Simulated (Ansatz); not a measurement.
One change: `NCB[TeH]` becomes `CBCN`.

Ansatz, PBE0-D4/def2-TZVP geometries, multiplicity 1. Each molecule was computed in one conformer, which needn't be the lowest.

Elements past krypton have def2 core potentials.

```csv
property,`NCB[TeH]`
LUMO energy (PBE/def2-TZVPP) / eV,-2.17
HOMO–LUMO gap (PBE/def2-TZVPP) / eV,3.16
HOMO energy (PBE/def2-TZVPP) / eV,-5.32
LUMO energy (ωB97M-V/def2-TZVPP) / eV,0.61
HOMO energy (B3LYP/def2-TZVPP) / eV,-6.48
size of the dipole moment (PBE/def2-TZVPP) / D,1.48
```

Task: Give the same properties after the change, and the shifts. (An estimate is asked.)

Result: Computed: 
```
                                      property  `CBCN`  shift
             LUMO energy (PBE/def2-TZVPP) / eV   -1.69   0.48
           HOMO–LUMO gap (PBE/def2-TZVPP) / eV    3.53   0.37
             HOMO energy (PBE/def2-TZVPP) / eV   -5.22   0.10
         LUMO energy (ωB97M-V/def2-TZVPP) / eV    1.26   0.65
           HOMO energy (B3LYP/def2-TZVPP) / eV   -6.47   0.01
size of the dipole moment (PBE/def2-TZVPP) / D    1.29  -0.19
```

Dipoles are sizes alone; their direction can turn.

B3LYP here is the variant with VWN-RPA as its local correlation; programs differ in this.

Spin–orbit coupling is left out; it splits and shifts lone-pair levels of the heavy atoms by tenths of an eV.
